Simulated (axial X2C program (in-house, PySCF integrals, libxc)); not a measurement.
## Outer orbitals of TiTe⁺ at 2.474 Å, HF

Calculated with an axial X2C code built on PySCF integrals. Spin-free means the one-electron spin-free X2C Hamiltonian; two-component (2c) means X2C with spin–orbit coupling and atomic mean-field two-electron Coulomb and Gaunt terms, so the difference of the two also holds small scalar two-electron terms. Basis: Te dyall-cv3z [11s12p8d4f1g], Ti dyall-cv3z [10s10p6d4f2g] (cores contracted in-house); Gaussian nuclei, density fitting, unrestricted open shells. Masses: Te 129.906 u, Ti 47.948 u.

The distance is close to the 2c PBE0 minimum; the highest filled and lowest empty levels are listed.

Spin-free orbitals, state M_S = 1/2, Λ = 2 (beyond evenly filled blocks: δ+α) (Löwdin shares):

| symmetry | occupied | ε (eV) | atomic character |
| --- | --- | --- | --- |
| σβ | yes | -26.05 | 68% Te s, 12% Ti p, 9% Ti d |
| σα | yes | -23.74 | 66% Te s, 12% Ti p, 10% Ti d |
| δ+α | yes | -17.99 | 100% Ti d |
| π+α | yes | -17.75 | 97% Ti d |
| σβ | yes | -14.36 | 76% Te p, 10% Ti s, 6% Ti d |
| σα | yes | -14.07 | 70% Te p, 13% Ti s, 8% Ti d |
| π-β | yes | -14.01 | 75% Te p, 12% Ti d, 6% Ti p |
| π+β | yes | -14.01 | 75% Te p, 12% Ti d, 6% Ti p |
| π-α | yes | -12.61 | 64% Te p, 20% Ti d, 9% Ti p |
| σα | no | -5.57 | 60% Ti s, 30% Ti p, 5% Te p |
| σβ | no | -5.23 | 64% Ti s, 29% Ti p, 3% Te p |
| π+α | no | -4.98 | 52% Te p, 41% Ti p, 3% Ti d |
| π-α | no | -3.57 | 58% Ti p, 41% Ti d |

Spinors with spin–orbit coupling (state Ω = 5/2):

```
   ω  occupied  ε (eV)              atomic character     λ mixture
-1/2       yes  -25.96   68% Te s, 12% Ti p, 9% Ti d        100% σ
 1/2       yes  -23.77  66% Te s, 12% Ti p, 10% Ti d        100% σ
 5/2       yes  -18.02                     100% Ti d        100% δ
 3/2       yes  -17.79                      97% Ti d        100% π
 1/2       yes  -14.55    75% Te p, 9% Ti d, 5% Ti p  61% π, 39% σ
-1/2       yes  -14.43    76% Te p, 9% Ti s, 6% Ti d   94% σ, 6% π
 1/2       yes  -13.75   70% Te p, 10% Ti d, 9% Ti s  62% σ, 38% π
-3/2       yes  -13.65   73% Te p, 12% Ti d, 7% Ti p        100% π
-1/2       yes  -12.77   66% Te p, 18% Ti d, 8% Ti p   94% π, 6% σ
 1/2        no   -5.57   60% Ti s, 30% Ti p, 5% Te p        100% σ
-1/2        no   -5.23   64% Ti s, 29% Ti p, 3% Te p        100% σ
 3/2        no   -4.86   49% Te p, 45% Ti p, 3% Ti d        100% π
-1/2        no   -3.56            60% Ti p, 39% Ti d        100% π
```

(1) How does the gap between the highest filled and lowest empty level change from the spin-free to the 2c table?

Mulliken charges and populations of the two-component result (they depend on the basis, above all on diffuse functions):

Te 0.09 e (s 9.90 p 21.97 d 20.03 f 0.01), Ti 0.91 e (s 6.37 p 12.25 d 2.42 f 0.04). ⟨Lz⟩ = 2.00 ħ and ⟨Sz⟩ = 0.50 ħ (-0.55 and 1.05 on the two atoms), which add up to Ω.

The state is a single determinant with fixed occupations, the lowest that a limited PBE0 search found. The determinant is spin-polarised beyond a pure state at some levels (its spin-free form has ⟨S²⟩ too high), which makes Re and μ there less reliable. The stretched end of a curve changes character and is left out.

Answers

(1) From 7.04 to 7.20 eV at HF, a change of 0.16 eV.
